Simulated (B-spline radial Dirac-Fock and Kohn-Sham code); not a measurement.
**X-ray form factors of europium in several charge states**

The computed values come from an atomic code on a B-spline grid: Dirac-Fock densities.

Configurations: Eu⁸⁺ [Kr] 4d10 4f5 5s2 5p2; Eu⁹⁺ [Kr] 4d10 4f5 5s2 5p1; Eu¹⁰⁺ [Kr] 4d10 4f5 5s2; Eu¹²⁺ [Kr] 4d10 4f3 5s2; Eu¹³⁺ [Kr] 4d10 4f2 5s2. The first column is f₀ of Eu⁸⁺, the others are differences from it.

```tsv
s (Å⁻¹)	Eu⁸⁺	Δ Eu⁹⁺	Δ Eu¹⁰⁺	Δ Eu¹²⁺	Δ Eu¹³⁺
0	55.000	-1.000	-2.000	-4.000	-5.000
0.05	54.625	-0.956	-1.914	-3.875	-4.858
0.1	53.539	-0.832	-1.674	-3.521	-4.455
0.15	51.846	-0.653	-1.326	-2.998	-3.858
0.2	49.696	-0.452	-0.931	-2.387	-3.153
0.25	47.253	-0.261	-0.550	-1.771	-2.431
0.3	44.673	-0.102	-0.230	-1.217	-1.769
0.35	42.079	+0.011	+0.002	-0.764	-1.212
0.4	39.560	+0.077	+0.144	-0.429	-0.779
0.45	37.170	+0.103	+0.204	-0.203	-0.468
0.5	34.934	+0.101	+0.206	-0.067	-0.259
0.6	30.951	+0.054	+0.117	+0.034	-0.049
0.7	27.583	+0.004	+0.013	+0.036	+0.023
0.8	24.770	-0.024	-0.047	+0.025	+0.049
0.9	22.453	-0.030	-0.062	+0.023	+0.063
1	20.570	-0.024	-0.051	+0.027	+0.069
1.1	19.047	-0.014	-0.030	+0.031	+0.068
1.2	17.804	-0.005	-0.012	+0.033	+0.062
1.4	15.857	+0.003	+0.006	+0.031	+0.048
1.6	14.256	+0.002	+0.005	+0.028	+0.043
```
